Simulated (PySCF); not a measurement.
# Levels of Ar¹³⁺ from EOM-EA-GCCSD

Reference: closed-shell Ar¹⁴⁺, [He] 2s2; one electron is added. Calculated with PySCF 2.14, two-component X2C-1e with screened spin-orbit coupling, an even-tempered Gaussian basis (17 s from 0.58 bohr⁻², ratio 2.6; 11 p from 0.75 bohr⁻², ratio 2.6; 7 d from 0.77 bohr⁻², ratio 2.8; 4 f from 17 bohr⁻², ratio 2.8); frozen nothing; the 28 highest virtual spinors dropped; of the others 50 kept and the rest restored at second order. No Breit or QED terms. Binding energies in eV.

| level | Koopmans |
| --- | --- |
| 2p1/2 | 755.60 |
| 2p3/2 | 752.63 |

How does correlation move these levels?

2p1/2: second order 756.50, EOM-CCSD 755.58; 2p3/2: second order 753.55, EOM-CCSD 752.74.

For comparison, the ionisation energy of Ar¹³⁺ is 755.13 ± 0.22 eV (semi-empirical (NIST evaluation); NIST Atomic Spectra Database, ionization energies).

Only part of the computed levels is shown.

The screened spin-orbit operator tends to give fine-structure splittings of light species too large.
